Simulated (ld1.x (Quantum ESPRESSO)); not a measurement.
# u(r) = r·R(r): atom against pseudo-atom (O (Z = 8))

Columns: radius, all-electron u(r) and pseudo u(r) of the 2s shell (level -58.02 eV) of oxygen in the configuration [He] 2s2 2p2; LDA (PZ), scalar-relativistic, TM scheme, ld1.x (Quantum ESPRESSO) 7.5.

```tsv
r (bohr)	all-electron	pseudo
0.057	0.3946	-0.0754
0.115	0.4606	-0.1504
0.172	0.3552	-0.2211
0.230	0.1682	-0.2902
0.288	-0.0455	-0.3595
0.345	-0.2519	-0.4340
0.402	-0.4395	-0.5218
0.460	-0.6035	-0.6274
0.518	-0.7379	-0.7407
0.575	-0.8415	-0.8415
0.632	-0.9186	-0.9186
0.690	-0.9729	-0.9729
0.747	-1.0055	-1.0055
0.805	-1.0207	-1.0207
0.862	-1.0209	-1.0209
0.920	-1.0089	-1.0089
0.977	-0.9876	-0.9876
1.035	-0.9584	-0.9584
1.092	-0.9240	-0.9240
1.150	-0.8849	-0.8849
1.208	-0.8429	-0.8429
1.265	-0.7999	-0.7999
1.322	-0.7561	-0.7561
1.380	-0.7113	-0.7113
1.438	-0.6671	-0.6671
1.495	-0.6244	-0.6244
```

Problem. How many radial nodes do the two functions have?

Solution. The all-electron 2s function has n − l − 1 = 1; the pseudo-wave has 0, since the states of the same l below it are removed with the core.

Problem. At about which radius was the pseudo-wave matched?

Solution. 0.60 bohr, where the columns begin to agree (steps of 0.06 bohr).

Problem. Is the pseudo-wave norm-conserving?

Solution. Yes: the TM scheme keeps the norm inside the radius equal to the all-electron one, which fixes the energy derivative of the logarithmic derivative at the level.
